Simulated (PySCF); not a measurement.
C3H8N, SMILES C(C)([NH])C, multiplicity 2. Geometry: PBE-D3(BJ)/def2-SVP. The isomer is the one that the SMILES or the coordinates give; other isomers of the formula were not compared. The values are those of a single conformer.

Computed equilibrium geometry at PBE-D3(BJ)/def2-SVP (PySCF confirms it by a frequency run) as Cartesian coordinates in Å (one conformer of several):
```xyz
12

C     -1.0647     0.8102     0.4736
C     -0.0383    -0.0092    -0.3404
C      1.4056     0.3582     0.0155
N     -0.2440    -1.4297    -0.2067
H     -0.8901     1.8979     0.3486
H     -0.9752     0.5693     1.5527
H     -2.1041     0.5891     0.1548
H     -0.2114     0.2538    -1.4211
H      1.6122     1.4305    -0.1753
H      1.5987     0.1508     1.0882
H      2.1151    -0.2508    -0.5777
H     -1.2532    -1.5878    -0.4159
```
Charge 0, spin multiplicity 2.
